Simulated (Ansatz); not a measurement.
In(AsH2)(F)2 (AsF2H2In), SMILES [F][In]([F])[AsH2].

The structure is a stationary point at B3LYP-D3(BJ)/def2-SVP. The structure was generated by enumeration; whether it is a known compound was not checked. The def2 effective core potentials stand for the cores of In; spin–orbit coupling is left out.

Two levels are set side by side: PBE/def2-SVPD (Ansatz, an electronic-structure program) and CAM-B3LYP/def2-SVPD (Ansatz). Energy differences of separate SCF runs at the same geometry; the states with an electron removed or added have multiplicity 2 and 2. Differences are taken from unrounded values.

```csv
quantity,CAM-B3LYP,PBE,PBE minus CAM-B3LYP
vertical ionisation energy (eV),10.81,10.37,-0.44
vertical electron affinity (eV),0.95,0.94,-0.01
vertical singlet–triplet gap (eV),4.08,3.79,-0.29
```
